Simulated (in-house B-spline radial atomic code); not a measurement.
A fraction x of an electron is removed from 4d in Tc V (Tc4+), starting from [Kr] 4d3 and keeping the highest spin. Method: scalar-relativistic (X2C) CAM-B3LYP, spin-polarised, spherical fractional occupations, Fermi nucleus of rms radius 4.41117 fm. Calculated with a radial B-spline atomic code at the basis-set limit.

Caution: exact exchange at fractional occupations of open shells leaves self-interaction of up to several eV.

```csv
x,E(x) - E(0) (eV),4d up level (eV)
0,0.0000,-50.938
0.03,1.5340,-51.330
0.13,6.7324,-52.640
0.29,15.3237,-54.755
0.48,25.9679,-57.294
0.5,27.1164,-57.563
0.62,34.1211,-59.184
0.68,37.6966,-59.999
0.84,47.4712,-62.186
0.96,55.0327,-63.840
1,57.5974,-64.394
```

The exact functional would give a straight line between the two integer points. Deviations E(x) - E(0) - x[E(1) - E(0)], in eV: -0.194 at x = 0.03, -0.755 at x = 0.13, -1.38 at x = 0.29, -1.679 at x = 0.48, -1.682 at x = 0.5, -1.589 at x = 0.62, -1.47 at x = 0.68, -0.911 at x = 0.84, -0.261 at x = 0.96.

The curve lies below the straight line by up to 1.682 eV (at x = 0.5): convex, the delocalisation error, to which spherically averaged exact exchange adds.

**Question.** How well does Slater's transition state (minus the level at half occupation) give the ionisation energy?

**Answer.** It gives 57.563 eV against 57.597 eV from the two total energies; NIST lists 57.00 eV, ground level to ground level. The end point has an open shell averaged over its orbitals, so its exact exchange keeps a self-interaction and this is no true integer point.
